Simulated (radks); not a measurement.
Results of a calculation; reference values are marked as such.
Effect of the nuclear size on neutral bromine, [Ar] 3d10 4s2 4p5. Code: a radial shooting solver on a logarithmic mesh with Libxc functionals. Model: Dirac Kohn-Sham, relativistic LDA (MacDonald-Vosko exchange, VWN5 correlation), spin-unpolarised, spherical densities, finite nucleus; open shells are shared between the two j in proportion to 2j + 1; Fermi nuclear charge, rms radius 4.1629 fm. The rms radius is varied about that value; shifts are against it.

| rms radius (fm) | total energy shift (eV) | density at nucleus (e/bohr^3) | 1s1/2 shift (meV) | 2s1/2 shift (meV) | 3p1/2 shift (meV) | 4s1/2 shift (meV) |
|---|---|---|---|---|---|---|
| 3.7175 | -0.109 | 4.43e+04 | -45.9 | -4.61 | 0.068 | -0.077 |
| 3.909 | -0.0633 | 4.413e+04 | -26.7 | -2.69 | 0.039 | -0.045 |
| 4.1629 | 0 | 4.392e+04 | 0.000 | 0.000 | 0.000 | 0.000 |
| 4.2961 | 0.0347 | 4.382e+04 | 14.7 | 1.47 | -0.022 | 0.024 |
| 4.8581 | 0.192 | 4.341e+04 | 81.2 | 8.16 | -0.120 | 0.136 |

Slopes of the eigenvalues against <r^2> in GHz/fm^2, as finite differences over the two radii next to the reference (eigenvalue slopes, not the field-shift constants of lines): 1s1/2 3150, 2s1/2 317, 3p1/2 -4.65, 4s1/2 5.26.
